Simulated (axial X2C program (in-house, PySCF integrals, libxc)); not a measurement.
## CrSi: cheaper levels and CCSD(T), two-component

Computed with an axial X2C code built on PySCF integrals. Two-component (2c) means X2C with spin–orbit coupling and atomic mean-field two-electron Coulomb and Gaunt terms. Basis: Cr dyall-cv3z [9s10p6d3f2g], Si dyall-v3z [8s7p2d1f] (cores contracted in-house); Gaussian nuclei, density fitting, unrestricted open shells. Masses: Cr 51.941 u, Si 27.977 u.

State: Ω = 4 (⟨Sz⟩ = 4.00, ⟨Lz⟩ = 0.00 at HF); fragments Cr + Si.

```
level  Re (Å)  ωe (cm⁻¹)  De (eV)
 PBE0   2.526      272.4     1.25
   HF   2.631      236.6    0.682
  MP2   2.509      281.9     1.29
 CCSD   2.529      275.4     1.20
B3LYP   2.557      255.0     1.03
```

Correlated methods: 10 electrons correlated (number of frozen shells: Cr 3 s, 2 p; Si 2 s, 1 p), 234 virtual spin orbitals or spinors in MP2, 90 natural virtuals in coupled cluster.

CCSD(T), same Hamiltonian and basis:

Re = 2.521 Å, ωe = 279.9 cm⁻¹, De = 1.29 eV; T1 = 0.023 (Lee–Taylor normalisation).

Question: Give the differences from CCSD(T) in the columns below.

Answer: 

```csv
level,ΔRe (Å),Δωe (cm⁻¹),ΔDe (eV)
PBE0,0.005,-7.5,-0.04
HF,0.110,-43.3,-0.61
MP2,-0.012,2.0,0.00
CCSD,0.008,-4.5,-0.09
B3LYP,0.036,-24.9,-0.26
```

The state is one determinant whose occupation by symmetry is held fixed; it was picked as the lowest of a PBE0 search that is not exhaustive. Dissociation energies refer to the lowest single-determinant-based atoms at the same level and basis. Density functionals use the spin component along the axis (collinear). CCSD and (T) use frozen natural virtuals with an MP2 correction for the truncation; (T) itself is uncorrected, so its De runs slightly low. The 2c atoms are single determinants rather than J levels; their spin–orbit lowering is only partly caught, and De is too large by that part. This holds for PBE0, MP2, CCSD, B3LYP, CCSD(T). Other states lie close and PBE0, whose exact exchange favours high spin, may order them wrongly; the determinant shown need not be the ground state. The nearest other spin-free determinant of the search, M_S = 3, Λ = 1, lies 0.03 eV up at the distance of the search. The functionals have no current-density term, which raises determinants with orbital currents, atoms included. With several unpaired electrons one determinant need not be a pure state. A state of lower Ω lies just above, and one determinant can place such states too high, so the state shown need not be the lowest. The search has Ω = 2 only 0.02 eV up. Open-shell Ω = 0 determinants with evenly filled partner blocks cannot be reached by this program, so the Ω shown need not be the lowest component.
